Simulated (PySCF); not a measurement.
Fill in the blanks.

C6H12AlNO.
Atom-mapped SMILES: `[N:1]#[C:2][CH2:3][C@@H:4]1[CH2:5][CH2:6][CH2:7][O+:8]1[AlH3-:9]` (hydrogens: H10, H11 on C3; H12 on C4; H13, H14 on C5; H15, H16 on C6; H17, H18 on C7; H19, H20, H21 on Al9)

Structure used (PBE0-D3(BJ)/def2-SVP), in Å, numbered top down from 1:
```xyz
21
C6H12AlNO angstrom
N      2.2797    1.8840   -1.6267
C      1.9377    1.5841   -0.5630
C      1.4821    1.1461    0.7496
C      0.5272   -0.0376    0.6537
C      1.0543   -1.2709   -0.0724
C     -0.1793   -1.8102   -0.7885
C     -0.8769   -0.5338   -1.2061
O     -0.6400    0.3665   -0.1000
Al    -2.1899    1.1043    0.9041
H      0.9729    1.9795    1.2592
H      2.3538    0.8651    1.3621
H      0.1813   -0.2872    1.6706
H      1.8219   -0.9772   -0.8065
H      1.5058   -1.9893    0.6251
H     -0.8185   -2.3807   -0.0970
H      0.0670   -2.4530   -1.6447
H     -1.9643   -0.6220   -1.3342
H     -0.4366   -0.0837   -2.1091
H     -3.0247    1.7740   -0.2837
H     -1.3685    2.0403    1.9203
H     -2.7442   -0.2832    1.5060
```

```tsv
property	level	value
point group	PBE0-D3(BJ)/def2-SVP	C1
rotational constants A, B, C	PBE0-D3(BJ)/def2-SVP	?
dipole moment	PBE0/def2-SVPD	5.14 D
HOMO energy	PBE0/def2-SVPD	-7.51 eV
LUMO energy	PBE0/def2-SVPD	-0.18 eV
lowest singlet excitation	TDDFT PBE0/def2-SVPD	?
strongest line among the 10 lowest singlet transitions	TDDFT PBE0/def2-SVPD	S7 at 7.32 eV (169 nm, f = 0.033)
lowest triplet excitation (Tamm–Dancoff)	TDA PBE0/def2-SVPD	5.88 eV
static isotropic polarisability	PBE0/def2-SVPD	?
vertical ionisation energy	ΔSCF PBE0/def2-SVPD	9.64 eV
electronic spatial extent ⟨r²⟩ about the centre of nuclear charge	PBE0/def2-SVPD	?
13C chemical shifts (computed TMS as zero) by class	GIAO PBE0/pcSseg-1	?
1H chemical shifts (computed TMS as zero) by class	GIAO PBE0/pcSseg-1	?
isotropic shieldings of nuclei other than C and H, by class	GIAO PBE0/pcSseg-1	-46 (N1), 269 (O8), 411 (Al9) ppm
```

Electronic properties: PySCF, gas phase, density fitting. NMR classes are plain means over equivalent atoms (diastereotopic ones count apart unless rotation or inversion swaps them), as if these changed places fast; in this geometry the members of some classes differ.

(1) Give the 13C chemical shifts (computed TMS as zero) by class.

(2) What are the rotational constants A, B, C?

(3) What is the electronic spatial extent ⟨r²⟩ about the centre of nuclear charge?

(4) Give the 1H chemical shifts (computed TMS as zero) by class.

(5) What is the lowest singlet excitation?

(6) Give the static isotropic polarisability.

Results:

(1) 122.3 (C2), 80.5 (C4), 75.6 (C7), 32.2 (C5), 28.4 (C6), 23.7 (C3) ppm.

(2) 1.716, 1.105, 0.864 GHz.

(3) 1497 bohr².

(4) 4.34 (H17), 4.14 (H19/H20/H21), 4.11 (H18), 4.02 (H12), 3.45 (H10), 2.21 (H13), 2.08 (H15), 2.04 (H11), 2.02 (H14), 1.91 (H16) ppm.

(5) 6.27 eV (198 nm, f = 0.009).

(6) 106.2 au.

The vertical singlet–triplet gap S1 − T1 is 0.39 eV (TDDFT singlet less Tamm–Dancoff triplet; S1: HOMO→LUMO, weight 0.81; T1: HOMO→LUMO, weight 0.60). With B = h/(8π²I), that is 505.379 GHz u Å² over I, the principal moments of inertia are 294.6, 457.2 and 585.1 u Å² (most abundant isotopes). The polarisability is 15.74 Å³ as a volume (1 au = 0.148185 Å³), or 1.40 au for each of the 76 electrons. The largest Löwdin shares of the HOMO are 0.36 on Al9, 0.35 on H21, 0.17 on H19 and 0.06 on O8. No computed singlet falls in the visible range (750 to 380 nm, 1.65 to 3.26 eV); S1 lies 3.01 eV above its blue end.

One conformer stands for the species.
